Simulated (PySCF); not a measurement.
# Ionisation energy of P²⁺ by level of theory

P²⁺ [Ne] 3s2 3p1 (2P) → P³⁺ [Ne] 3s2 (1S), as a difference of total energies. Computed with PySCF 2.14 in x2c-QZVPPall, with the spin-free X2C one-electron Hamiltonian (Gaussian nucleus). Correlated levels: valence: [Ne] frozen; valence and next inner shell: 1s2 frozen. The calculations carry no spin-orbit coupling.

Task: Order these methods by the ionisation energy they give, lowest first.
A. UHF
B. CAM-B3LYP
C. SCS-MP2 (valence and next inner shell)
D. TPSS

Result: A (29.580 eV), C (29.915 eV), B (30.263 eV), D (30.368 eV).

A first-order spin-orbit estimate (lowest level to lowest level, LS coupling) adds 0.041 eV.

Errors of the correlated levels include the incompleteness of this basis and the frozen core.

For comparison: 30.203 eV (measured; NIST Atomic Spectra Database, ionization energies).
